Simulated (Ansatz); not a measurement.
**Energy profile**

The step: SiH₄O₂ ([OH][SiH2][OH]) + HF → SiH₃OF ([OH][SiH2][F]) + H₂O; bonds formed: Si1–F7, O2–H6; bonds broken: Si1–O2, H6–F7 (atoms numbered as in the saddle structure below).

```json
{"atom": "Si1", "x (Å)": "-0.3753", "y (Å)": "-0.5066", "z (Å)": "-0.1225"}
{"atom": "O2", "x (Å)": "0.5932", "y (Å)": "0.1395", "z (Å)": "1.2867"}
{"atom": "H3", "x (Å)": "0.1913", "y (Å)": "-1.8020", "z (Å)": "-0.5395"}
{"atom": "H4", "x (Å)": "-1.5553", "y (Å)": "-0.8204", "z (Å)": "0.7358"}
{"atom": "O5", "x (Å)": "-1.1203", "y (Å)": "0.5176", "z (Å)": "-1.1607"}
{"atom": "H6", "x (Å)": "1.2807", "y (Å)": "0.4878", "z (Å)": "0.5197"}
{"atom": "F7", "x (Å)": "1.3399", "y (Å)": "0.2843", "z (Å)": "-0.7563"}
{"atom": "H8", "x (Å)": "0.1666", "y (Å)": "0.7982", "z (Å)": "1.8432"}
{"atom": "H9", "x (Å)": "-0.5208", "y (Å)": "0.9017", "z (Å)": "-1.8066"}
```

Electronic energies by CCSD(T) at an estimated basis limit (MP2 extrapolated from triple and quadruple zeta, plus CCSD(T) − MP2 in triple zeta), on PBE0-D4/def2-TZVP structures; SiH5O2F, closed shell; no counterpoise correction. Program: Ansatz 0.2.0. Basis: def2-TZVPP and def2-QZVPP. Cores are frozen in the correlated methods. Extrapolation: Hartree–Fock as exp(−7.88 √X), correlation as X^−2.97.

Task: Give the profile in kJ/mol, counted from the separated reactants. (Judge from chemistry; the value comes from the calculation.)

Result: Computed:
```tsv
point	kJ/mol
separated: SiH4O2 (linked as [OH][SiH2][OH]; Si1, O2, H3, H4, O5, H8, H9; singlet) + HF (H6, F7; singlet)	0.0
start structure	-35.2
saddle	65.6
end structure	-57.4
separated: SiH3OF (linked as [OH][SiH2][F]; Si1, H3, H4, O5, F7, H9; singlet) + H2O (O2, H6, H8; singlet)	-43.2
```

T1 diagnostic: at most 0.012.

Steps of this kind, hydrogen fluoride cutting a network bond, underlie vapour etching and the fluorination step of atomic layer etching.

For scale, one of the runs: CCSD(T)/def2-TZVPP, 205 basis functions, launched by `ansatz run in.yaml --threads 4 --pin off --events-out ev --progress --plain --max-ram 9574MiB`. The run took 67 s on 4 CPU threads of an Arm Neoverse V1 (shared host), with 2.8 GiB of host memory at its peak.
